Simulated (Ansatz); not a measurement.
Al7N7H20⁻, a nanocrystal cut from wurtzite AlN (hydrogen-capped), relaxed as a doublet with UKS PBE-D4/def2-SVP in Ansatz, starting from the PBE-D4/def2-SVP geometry of the neutral singlet. Force threshold 0.03 eV/Å.

The highest occupied level of the relaxed charge -1 doublet lies above zero (up to 1.81 eV). By energy differences it is unbound by 0.24 eV (each at its own geometry, against the charge 0 singlet, at PBE0-D4/def2-TZVP) and held by the finite basis.

Start:

```xyz
34

Al   -1.0562    1.7371   -2.6869
N    -1.2379    2.7694   -1.0017
N    -0.2893    0.0553   -1.9959
Al    1.4532    0.3815   -1.2548
Al   -0.6691    1.8980    0.6684
N     1.1435    1.3497    0.3692
N     2.1094   -1.3830   -0.6615
Al    1.8835    0.4360    1.9546
Al   -1.5590   -0.8232   -0.8521
N    -1.6310    0.2410    0.7394
N    -0.6837   -2.5000   -0.2878
Al    1.0313   -2.3664    0.6364
Al   -1.1677   -0.7832    2.3619
N     0.7316   -1.1435    2.0542
H     0.0414    2.4947   -3.5850
H    -2.5450    1.4613   -3.2281
H    -0.7232    3.6593   -1.0997
H    -2.2214    3.0670   -0.8990
H    -0.1766   -0.5129   -2.8547
H     2.5280    1.0186   -2.2498
H    -0.9173    2.9195    1.8705
H     1.7218    2.2073    0.3150
H     2.3792   -1.9618   -1.4719
H     3.0023   -1.1720   -0.1730
H     3.3733   -0.0821    1.5253
H     1.7578    1.3618    3.2567
H    -2.9677   -1.1810   -1.5143
H    -2.6293    0.4686    0.8960
H    -0.6632   -3.1783   -1.0649
H    -1.3394   -2.9083    0.4078
H     1.6505   -3.7974    0.9854
H    -1.4126    0.0952    3.6799
H    -1.9540   -2.2109    2.2369
H     1.0369   -1.6172    2.9237
```

| step | energy (eV) | largest force component (eV/Å) | SCF passes |
| --- | --- | --- | --- |
| 1 | -56890.9153 | 0.449 | 30 |
| 2 | -56891.0538 | 0.470 | 33 |
| 3 (rejected) | -56891.0359 | 0.850 | 31 |
| 4 | -56891.1422 | 0.437 | 30 |
| 5 | -56891.1654 | 0.209 | 26 |
| 6 | -56891.1664 | 0.231 | 28 |
| 7 | -56891.1749 | 0.098 | 27 |
| 8 | -56891.1763 | 0.042 | 27 |
| 9 | -56891.1770 | 0.026 | 28 |

Force components are those of the run's own axes.

End:

```xyz
34

Al   -1.0794    1.7730   -2.7539
N    -1.2364    2.7588   -1.0191
N    -0.3231    0.1237   -2.0390
Al    1.4521    0.3102   -1.2814
Al   -0.6574    1.8555    0.6284
N     1.1541    1.3201    0.3627
N     2.1932   -1.4048   -0.6337
Al    1.8683    0.4254    1.9531
Al   -1.5165   -0.8762   -0.8836
N    -1.6201    0.2119    0.7337
N    -0.7208   -2.5696   -0.2443
Al    1.0344   -2.3853    0.6018
Al   -1.1499   -0.7811    2.3565
N     0.7371   -1.1563    2.0560
H    -0.0470    2.6636   -3.6327
H    -2.6076    1.6413   -3.2820
H    -0.7203    3.6476   -1.1079
H    -2.2180    3.0556   -0.9071
H    -0.1698   -0.5260   -2.8365
H     2.5307    1.1166   -2.1691
H    -0.9208    2.9110    1.8169
H     1.7331    2.1727    0.2770
H     2.2894   -1.9988   -1.4852
H     3.1504   -1.2682   -0.2307
H     3.4087   -0.0284    1.6480
H     1.6988    1.3676    3.2583
H    -3.0183   -1.1045   -1.4256
H    -2.6224    0.4326    0.8601
H    -0.5776   -3.1447   -1.1023
H    -1.3902   -3.0841    0.3758
H     1.6598   -3.7658    1.1553
H    -1.3750    0.1384    3.6695
H    -1.9869   -2.1851    2.3685
H     1.0476   -1.6469    2.9125
```

By distances, no bond broke or formed. The bond that changes most is Al4–N6, from 1.92 to 1.95 Å (atoms count from 1).

No frequencies were taken in this run, so the end may be a saddle point.

It took 2 min on 2 threads of AMD EPYC 7R13 on a shared host and a share (18 GiB) of an NVIDIA H100 80GB HBM3.
